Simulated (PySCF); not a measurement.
**How methods differ on the interval between two levels of Cd⁺**

Cd⁺ [Kr] 4d10 5s1 [2S1/2, M_J = 1/2] → Cd⁺ [Kr] 4d10 5d1 [2D5/2, M_J = 5/2], as a difference of total energies. Calculation: PySCF 2.14, in x2c-SVPall-2c with one added diffuse shell each of s, p, d type (7s10p7d1f, 79 functions); the two-component X2C-1e Hamiltonian. Correlated levels: [Ar] 3d10 frozen; the 6 highest virtual spinors dropped. "Screened" scales the spin-orbit matrix elements by Boettger's factors to mimic the two-electron term; Breit and QED terms are absent.

| method | interval between two levels (cm⁻¹) |
| --- | --- |
| GHF (spin-free) | 80537 |
| GMP2 (spin-free) | 86461 |
| GHF (screened spin-orbit) | 80613 |
| GMP2 (screened spin-orbit) | 86539 |

The spin-free rows lack the spin-orbit shift.

Errors of the correlated levels include the incompleteness of this basis and the frozen core.

For comparison: 89844 cm⁻¹ (measured; NIST Handbook of Basic Atomic Spectroscopic Data (Sansonetti and Martin, J. Phys. Chem. Ref. Data 34, 1559 (2005))).
